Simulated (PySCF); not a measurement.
Molecule: [amino(methyl)boranyl]methane, C2H8BN, charge 0, multiplicity 1. 
Geometry from a B3LYP-D3(BJ)/def2-TZVP (Ansatz) optimisation:
SMILES: CB(C)N
```xyz
12

B     -0.0174     0.0500    -0.0002
C      1.5368    -0.2365    -0.0033
C     -1.0582    -1.1392     0.0088
N     -0.4775     1.3726    -0.0054
H      1.8221    -0.8299     0.8713
H      1.8170    -0.8386    -0.8737
H      2.1570     0.6634    -0.0096
H     -2.1030    -0.8186     0.0102
H     -0.9115    -1.7877    -0.8610
H     -0.9064    -1.7791     0.8840
H      0.1368     2.1701    -0.0112
H     -1.4541     1.6167    -0.0038
```

Dispersion corrections to the total energy (kcal/mol) from the dftd3 and dftd4 libraries through PySCF: D3(BJ) without and D4 with the three-body term, each with the damping fitted for the functional named.

| functional | D3(BJ) | D4 |
|---|---|---|
| PBE0 | -3.86 | -3.49 |
| BHLYP | -5.78 | ? |
| B2GP-PLYP | ? | -1.73 |
| B2PLYP | -3.42 | -2.91 |
| HSE06 | -2.80 | -3.21 |
| r2SCAN | -1.29 | ? |
| PW6B95 | -2.08 | -3.60 |

Question: What belongs in the gaps?

Answer: 
- BHLYP, D4: -4.56
- B2GP-PLYP, D3(BJ): -2.45
- r2SCAN, D4: -1.06
